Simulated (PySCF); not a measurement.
Vertical excitations of a molecule C3H4N2O from TDDFT-PBE/def2-SVPD (PySCF 2.14.0), as energy in eV (oscillator strength): 4.27 (0.005), 4.80 (0.004), 5.64 (0.000), 5.95 (0.000), 6.12 (0.004), 6.41 (0.000), 6.49 (0.030), 7.01 (0.019), 7.11 (0.028), 7.31 (0.007). Lowest triplet (TDA): 3.80 eV. Geometry: PBE0-D3(BJ)/def2-SVP. Other conformers were not sampled.

### Question
Which molecule gave these data?
A. N#C/N=C/CO
B. CO/C=N/C#N
C. C1=NCN=CO1
D. [H]/N=c1/[nH]cco1

### Answer
C, C1=NCN=CO1
